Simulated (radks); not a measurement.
Values are calculated unless marked as measured or tabulated.
As25+, 8 electrons, occupied as [He] 2s2 2p4. Code: a radial shooting solver on a logarithmic mesh with Libxc functionals. Model: Dirac Kohn-Sham, relativistic LDA (MacDonald-Vosko exchange, VWN5 correlation), spin-unpolarised, spherical densities, finite nucleus; open shells fill j = l - 1/2 first; Fermi nuclear charge, rms radius 4.0968 fm.

Normalised radial functions P(r) = r R(r) (large component), r in bohr:

| r | 2p1/2 |
|---|---|
| 0.002709 | 0.0125 |
| 0.003613 | 0.0200 |
| 0.004858 | 0.0327 |
| 0.006479 | 0.0531 |
| 0.008642 | 0.0866 |
| 0.01153 | 0.1408 |
| 0.01537 | 0.2273 |
| 0.0205 | 0.3616 |
| 0.02735 | 0.5625 |
| 0.03677 | 0.8569 |
| 0.04904 | 1.2339 |
| 0.06541 | 1.6734 |
| 0.08724 | 2.0957 |
| 0.1164 | 2.3627 |
| 0.1552 | 2.3198 |
| 0.207 | 1.8992 |
| 0.2783 | 1.2034 |
| 0.3712 | 0.5579 |
| 0.495 | 0.1686 |
| 0.6603 | 0.0288 |

2p1/2: eigenvalue -2594.8 eV, 0 radial nodes, <r> = 0.166 bohr, 90 % of the charge inside 0.270 bohr.
